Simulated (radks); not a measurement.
Correlation energies from several functionals, in hartree. Species: B2+ [He] 2s1; Ho60+ [He] 2s2 2p3. All-electron calculation, non-relativistic Kohn-Sham, PBE, spin-polarised, spherical densities, point nucleus. Program: a radial shooting solver on a logarithmic mesh with Libxc functionals. Every spin shell is full or empty, so the densities are truly spherical. Functionals are evaluated on that one density, not self-consistently.

| functional | B2+ | Ho60+ |
|---|---|---|
| PW92 | -0.18949 | -0.89947 |
| PZ | -0.18866 | -0.88399 |
| Wigner | -0.11104 | -0.30121 |
| PBE | -0.055411 | -0.22954 |
| PBEsol | -0.071135 | -0.28584 |
| P86 | -0.057615 | -0.58598 |
| OP (B88) | -0.072827 | -0.29901 |
| TPSS | -0.053629 | -0.23564 |
| revTPSS | -0.056388 | -0.23956 |
| r2SCAN | -0.053034 | -0.24402 |
| B95 | -0.068225 | -0.42388 |
| Tao-Mo | -0.038441 | -0.20373 |
